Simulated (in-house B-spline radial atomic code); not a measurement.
Results of a calculation; reference values are marked as such.
**Correlation energy from the adiabatic connection: −Z/r, Z = 20**

Two electrons in a singlet, external potential −Z/r, Z = 20 (atomic units). Full CI in B-splines (partial waves to l = 8, correlation up to 0.6 % small) with the density held fixed gives W(λ) = <V_ee>_λ − U, and E_c is the integral of W(λ) − W(0) from 0 to 1.

```json
{"λ": "0", "W(λ) − W(0) (hartree)": "0.00000"}
{"λ": "0.02", "W(λ) − W(0) (hartree)": "-0.00186"}
{"λ": "0.05", "W(λ) − W(0) (hartree)": "-0.00465"}
{"λ": "0.12", "W(λ) − W(0) (hartree)": "-0.01113"}
{"λ": "0.25", "W(λ) − W(0) (hartree)": "-0.02314"}
{"λ": "0.4", "W(λ) − W(0) (hartree)": "-0.03692"}
{"λ": "0.6", "W(λ) − W(0) (hartree)": "-0.05518"}
{"λ": "0.8", "W(λ) − W(0) (hartree)": "-0.07330"}
{"λ": "1", "W(λ) − W(0) (hartree)": "-0.09129"}
```

Question: Integrate the table by the trapezoid rule.

Answer: The strips give -0.00002, -0.00010, -0.00055, -0.00223, -0.00450, -0.00921, -0.01285, -0.01646, which sum to -0.04592 hartree. The direct value, W(1) − W(0) + T_c with T_c = 0.04536, is -0.04593; the curve is convex, so chords lie above it and the trapezoids fall short in size by 0.04 %.

Question: Now use only three numbers: W(0) = -12.278, the initial slope W'(0) = -0.09298 (extrapolated from the first points) and the strong-coupling limit of the point-charge-plus-continuum model, W∞ = -17.418. What do second-order theory and the interpolation W(λ) = W∞ + (W(0) − W∞)/√(1 + 2χλ) of Seidl, Perdew and Levy give?

Answer: Second order keeps the slope alone: E_c = W'(0)/2 = -0.04649, +1 % in size against -0.04593. Matching the slope fixes χ = W'(0)/(W∞ − W(0)) = -0.09298/(-5.14000) = 0.01809. Integrating, with s = √(1 + 2χ) = 1.017929, E_c = −(W(0) − W∞)(s − 1)/(s + 1) = −5.14000 × 0.017929/2.017929 = -0.04567 hartree, -0.6 % in size against the full result. At λ = 1 the formula gives W − W(0) = -0.09053 against -0.09129. Part of the miss can come from the model's W∞.
